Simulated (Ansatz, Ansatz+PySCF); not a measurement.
```xyz
2

S     0.0000    0.0000   -0.0860
H     0.0000    0.0000    1.3763
```

Basis set: def2-SVP (spherical functions). Correlated methods keep 5 orbitals frozen. Correlation on ROHF uses semicanonical orbitals with singles. Charge 0, multiplicity 2.

Computed with Ansatz (development build ahead of 0.2.0); each method stands on the lowest determinant of its kind that the runs found.

The atomization energy at this shape (free ground-state atoms in the same class of orbitals less the molecule, no zero-point energy) of doublet SH:

| method | atomization energy |
| --- | --- |
| ROHF-MP2 | 3.16 eV |
| UHF | 2.38 eV |

Problem. What does UHF-CCSD(T) give?

Solution. 3.30 eV.
